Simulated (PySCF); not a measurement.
## Polarisability and C₆ of Rh (rhodium, neutral)

[Kr] 4d7 5s2, high-spin 4F determinant (an excited configuration). All numbers are calculated (PySCF 2.14, scalar relativity by spin-free X2C-1e, in aug-cc-pVTZ-DK). Coupled (time-dependent) response in atomic units; α is the mean over directions.

| method | mean α (bohr³) | C₆ (like pair) | S(−4) |
| --- | --- | --- | --- |
| UHF | 88.00 | 953.5 | 5874 |
| PBE | 62.58 | 642.2 | 1884 |

S(−4) is the Cauchy moment in α(ω) = α(0) + S(−4) ω² + …

Spin-orbit coupling is absent.

α(iu) at UHF:

| u (hartree) | α(iu) (bohr³) |
| --- | --- |
| 0 | 88.00 |
| 0.0500 | 77.25 |
| 0.100 | 60.08 |
| 0.200 | 34.98 |
| 0.300 | 22.56 |
| 0.500 | 12.42 |
| 0.750 | 7.742 |
| 1.00 | 5.524 |
| 1.50 | 3.353 |
| 2.00 | 2.285 |
| 3.00 | 1.260 |
| 5.00 | 0.5443 |

A single London oscillator, α(iu) = α/(1 + u²/ω²), gives C₆ = (3/4) ω α². Matching the computed C₆ needs ω = 4 × 953.5 / (3 × 88.00²) = 0.164 hartree.
